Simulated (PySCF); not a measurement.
CH6BNO2, SMILES B(N)(OC)O.

Geometry: PBE0-D3(BJ)/def2-SVP. The values are those of a single conformer.

Level of theory: TDDFT-PBE0/def2-SVPD (PySCF).

Vertical excitations. Gas-phase values at a fixed geometry. State labels are in the subgroup Cs.

Computed UV-visible absorptions:
| state | symmetry | energy (eV) | λ (nm) | f | main pairs |
|---|---|---|---|---|---|
| S1 | A" | 6.49 | 191 | 0.023 | HOMO→LUMO 95 % |
| S2 | A" | 7.13 | 174 | 0.009 | HOMO−1→LUMO 92 % |
| S3 | A" | 7.61 | 163 | 0.011 | HOMO→LUMO+1 92 % |
| S4 | A' | 7.92 | 156 | 0.001 | HOMO−2→LUMO 97 % |
| S5 | A" | 8.07 | 154 | 0.000 | HOMO−1→LUMO+1 81 % |
| S6 | A" | 8.29 | 150 | 0.003 | HOMO→LUMO+2 79 % |
| S7 | A" | 8.67 | 143 | 0.005 | HOMO→LUMO+3 72 %, HOMO→LUMO+5 12 % |
| S8 | A' | 8.78 | 141 | 0.030 | HOMO−2→LUMO+1 87 % |
| S9 | A" | 8.86 | 140 | 0.000 | HOMO−1→LUMO+2 35 %, HOMO→LUMO+5 34 %, HOMO→LUMO+3 21 % |
| S10 | A" | 8.93 | 139 | 0.009 | HOMO−1→LUMO+2 33 %, HOMO−1→LUMO+3 32 %, HOMO→LUMO+5 19 % |
| T1 | A" | 6.24 | 199 | 0 | HOMO→LUMO 90 % |
| T2 | A" | 7.00 | 177 | 0 | HOMO−1→LUMO 87 % |
| T3 | A" | 7.50 | 165 | 0 | HOMO→LUMO+1 86 % |
| T4 | A' | 7.81 | 159 | 0 | HOMO−2→LUMO 89 % |
Triplets are in the Tamm–Dancoff approximation, which puts them higher than full response would, so one can lie above its singlet here.
